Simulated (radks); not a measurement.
Neutral platinum inside a hard spherical wall (all orbitals vanish at R), configuration held at [Xe] 4f14 5d9 6s1 and not refilled when levels cross. Calculated with a radial shooting solver on a logarithmic mesh with Libxc functionals: scalar-relativistic Kohn-Sham, LDA (Slater exchange, VWN5 correlation), spin-polarised, spherical densities, point nucleus; open shells are filled with parallel spins first (spin-orbit coupling, left out, can overturn this in heavy ions). Eigenvalues in eV for spin up, with the zero of energy where the potential of the charges vanishes at infinity; a dash marks a level that is unbound or too diffuse for the functional's potential to be trusted. A positive occupied level is held by the wall or, in an anion where self-interaction has pushed it up, behind a barrier. The pressure on the wall is -dE/dV.

| R (bohr) | E (hartree) | kinetic (hartree) | e(4f) | e(5p) | e(5d) | e(6s) | e(6p, empty) | e(7s, empty) | pressure (GPa) |
|---|---|---|---|---|---|---|---|---|---|
| free | -18403.2856 | 20524.768 | -70.509 | -56.505 | -6.706 | -6.322 | -1.160 | - | 0 |
| 15 | -18403.2856 | 20524.768 | -70.509 | -56.505 | -6.706 | -6.322 | -1.156 | 0.409 | < 0.0001 |
| 10 | -18403.2855 | 20524.769 | -70.501 | -56.497 | -6.699 | -6.315 | -1.053 | 1.708 | 0.00269 |
| 8 | -18403.2843 | 20524.781 | -70.429 | -56.426 | -6.633 | -6.248 | -0.734 | 3.850 | 0.0630 |
| 6 | -18403.2663 | 20524.913 | -69.806 | -55.826 | -6.094 | -5.635 | 0.782 | 10.775 | 1.72 |
| 5 | -18403.2078 | 20525.257 | -68.493 | -54.596 | -4.989 | -4.242 | 3.355 | 20.197 | 10.4 |
| 4 | -18402.9441 | 20526.560 | -64.660 | -51.145 | -1.789 | 0.287 | 10.507 | 42.461 | 77.1 |
| 3.5 | -18402.5295 | 20528.394 | -60.419 | -47.480 | 1.825 | 5.987 | 18.811 | 65.415 | 237 |
| 2.5 | -18398.6726 | 20543.866 | -38.246 | -29.318 | 22.586 | 45.185 | 70.614 | 187.16 | 3520 |
| 1.5 | -18349.4861 | 20717.589 | 67.959 | 78.816 | 158.38 | 344.69 | 410.54 | 843.11 | 168000 |
